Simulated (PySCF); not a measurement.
Species: C₆H₇BOS₂.
SMILES with atom numbers: `[BH:1]1[S:2][CH2:3][C@H:4]([c:5]2[cH:6][cH:7][cH:8][o:9]2)[S:10]1` (hydrogens: H11 on B1; H12, H13 on C3; H14 on C4; H15 on C6; H16 on C7; H17 on C8)

Level: PBE0/pcSseg-1 in PySCF, non-relativistic, on one gas-phase PBE0-D3(BJ)/def2-SVP geometry that isn't relaxed in the solvent. The solvent is an IEF-PCM continuum (van der Waals radii × 1.2). The model holds no explicit solvent molecules, cavitation or dispersion.

Gas phase at PBE0/pcSseg-1: HOMO -6.79 eV, LUMO -0.81 eV, dipole 2.80 D.

Question: What does the continuum do to the energy, the frontier levels and the dipole at PBE0/pcSseg-1 in tetrahydrofuran and water?

Answer: 
```json
{"solvent": "tetrahydrofuran", "ε": "7.426", "E(solvent) − E(gas) (kcal/mol)": "-4.14", "polarisation term (kcal/mol)": "-4.64", "distortion of the solute (kcal/mol)": "0.50", "HOMO (eV)": "-6.71", "LUMO (eV)": "-0.87", "dipole (D)": "3.49"}
{"solvent": "water", "ε": "78.36", "E(solvent) − E(gas) (kcal/mol)": "-5.16", "polarisation term (kcal/mol)": "-5.96", "distortion of the solute (kcal/mol)": "0.80", "HOMO (eV)": "-6.70", "LUMO (eV)": "-0.89", "dipole (D)": "3.66"}
```

The polarisation term is half the interaction of the solute with the surface charges that it induces; the rest is the cost of distorting the solute's density. The sum is the electrostatic part of solvation alone. From tetrahydrofuran to water the lowering changes by a factor 1.25, Onsager's factor (ε − 1)/(2ε + 1) by 1.21 and ε itself by 10.6.

Question: Which radius a makes the point-dipole formula ΔE = −[(ε − 1)/(2ε + 1)]·μ²/a³ give the value in water, with the gas-phase dipole?

Answer: μ = 1.102 au and |ΔE| = 0.00823 Eh give a = 2.20 Å; the farthest nucleus lies 4.48 Å from the centroid of the nuclei, so such a sphere wouldn't even hold the nuclei. The formula assumes a rigid point dipole at the centre of a sphere.

Question: Which Hirshfeld charges (PBE0/pcSseg-1) respond most in tetrahydrofuran (means over atoms taken as equivalent)?

Answer: 
| atoms | environment | gas (e) | solvent (e) | change |
| --- | --- | --- | --- | --- |
| S10 | sulfur bonded to B and C | -0.021 | -0.040 | -0.019 |
| S2 | sulfur bonded to B and C | -0.017 | -0.030 | -0.013 |
| H12 | methylene hydrogen | +0.050 | +0.060 | +0.010 |
| H14 | methine hydrogen | +0.047 | +0.056 | +0.009 |
| H15 | aromatic hydrogen | +0.060 | +0.067 | +0.007 |
| H17 | aromatic hydrogen | +0.068 | +0.076 | +0.008 |

Question: Which Mayer bond orders change most in tetrahydrofuran?

Answer: 
```
  bond  length (Å)    gas  solvent  change
C4–S10       1.862  1.023    1.009  -0.014
 S2–C3       1.826  0.996    0.986  -0.010
C4–H14       1.101  0.927    0.921  -0.006
 C6–C7       1.430  1.264    1.259  -0.005
 O9–C5       1.353  1.040    1.035  -0.005
C3–H12       1.100  0.934    0.929  -0.005
 C8–O9       1.348  1.091    1.086  -0.005
 C4–C5       1.481  0.941    0.945  +0.004
```

Question: How do the nuclear quadrupole coupling constants eQVzz/h respond in tetrahydrofuran?

Answer: 
| nucleus | Q (barn) | gas (MHz) | solvent (MHz) | η gas | η solvent |
| --- | --- | --- | --- | --- | --- |
| 11B at B1 | 0.04059 | 3.40 | 3.41 | 0.52 | 0.51 |
| 33S at S2 | -0.06781 | -32.42 | -31.18 | 0.55 | 0.56 |
| 17O at O9 | -0.0256 | -8.71 | -8.64 | 0.03 | 0.03 |
| 33S at S10 | -0.06781 | -32.96 | -31.58 | 0.52 | 0.53 |

On one thread, Arm Neoverse V2 (aarch64), shared host, this took 41 s wall and 1.2 GiB of memory at its peak. This is the whole shielding run at PBE0/pcSseg-1 in water, SCF included.

The values belong to the conformer `[BH:1]1[S:2][CH2:3][C@H:4]([c:5]2[cH:6][cH:7][cH:8][o:9]2)[S:10]1`: C3–C4–C5–C6 132°.
